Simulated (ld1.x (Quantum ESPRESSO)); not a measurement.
## tantalum: one change to a TM potential, before and after

ld1.x (Quantum ESPRESSO) 7.5 input, shortened:

```
&input
   title='Ta', zed=73., rel=1, dft='PBE', iswitch=3,
   config='[Xe] 4f14 5d3 6s2 6p0'
 /
 &inputp
   pseudotype=2, tm=.true., lloc=0,
   nlcc=.true., new_core_ps=.true., rcore=2.20
 /
3
6P  2  1   0.00   0.00  3.35  3.35  0.0
5D  3  2   3.00   0.00  2.45  2.45  0.0
6S  1  0   2.00   0.00  2.15  2.15  0.0
 &test
   configts(1)='5d3 6s2 6p0'
 /
```

All-electron outer shells of the reference configuration (PBE, scalar-relativistic, ld1.x):

| shell | level (eV) | outermost node (bohr) | outermost maximum (bohr) |
| --- | --- | --- | --- |
| 5p | -39.40 | 0.58 | 1.13 |
| 4f | -24.70 | – | 0.44 |
| 6s | -5.44 | 1.32 | 2.78 |
| 5d | -3.59 | 0.65 | 1.58 |
| 6p | -1.39 | 1.60 | 3.89 |

Change: wave 6s (bound): rc 2.15 bohr becomes 6s (bound): rc 1.74 bohr.

Cutoffs: the cutoffs (Ry, on a coarse ladder) from which the occupation-weighted sum of valence levels, in a spherical-Bessel basis at the reference potential, stays within 10 and 1 mRy of its value at 400 Ry; they do not see the model core or the augmentation charge, which bear on the density cutoff. Errors are all-electron minus pseudo energies relative to the spin-unpolarised reference configuration.

Question: How do hardness, ghosts and transferability respond?

Answer: The potential gets harder (25 Ry and 35 Ry → 70 Ry and 110 Ry); a bound ghost appears in s, which as a rule spoils a file; the number of tests that count goes from 7 to 6; of the 6 tests that both files solve, the error grows in 5 and shrinks in 1 by more than 15 % and 0.3 meV (median size 23.0 → 56.2 meV); the range in which the s phases agree narrows (upper end 0.9 → -0.3). A smaller radius makes the pseudo-wave follow the all-electron one further in, where it bends more sharply, so more plane waves are needed.

```tsv
quantity	base	changed
cutoff, loose	25 Ry	70 Ry
cutoff, tight	35 Ry	110 Ry
loose cutoff by channel (10 mRy a level)	d 21 Ry, s 12 Ry	d 21 Ry, s 45 Ry
bound ghosts	none	s (extra level of the local part)
tests counted (converged, no solver errors)	7 of 7	6 of 7
error for 5d3 6s1 6p0, meV [ΔE 8.47 eV]	-6.3	+10
error for 5d3 6s0 6p0, meV [ΔE 23.44 eV]	-36	-55
error for 5d2 6s0 6p0, meV [ΔE 47.04 eV]	-229	-294
error for 5d3.5 6s1.5 6p0, meV [ΔE 0.99 eV]	-11	-6.1
error for 5d3 6s0 6p2, meV [ΔE 8.59 eV]	-18	-58
error for 5d2 6s2 6p0, meV [ΔE 7.68 eV]	-28	+83
s: phases at 3.64 bohr within 0.05 rad from the reference energy up to (Ry; the scan ends near 5)	0.9	-0.3
p: phases at 3.64 bohr within 0.05 rad from the reference energy up to (Ry; the scan ends near 5)	1.9	2.5
d: phases at 3.64 bohr within 0.05 rad from the reference energy up to (Ry; the scan ends near 5)	0.8	0.9
```

Changed file: Tests not counted: 5d2 6s2 6p1 (solver errors, printed error -94.0 eV). These tests converged, but a pseudo level misses the all-electron one widely, so the file describes the atom poorly there or has found another state: 5d2 6s0 6p0: empty 6s by 6.4 eV. A true bound ghost makes a file unfit for plane-wave use even where its test errors are small: the radial tests pick states by their node count and pass the ghost by. Where a test does run into it, the solver fails or the error is huge.
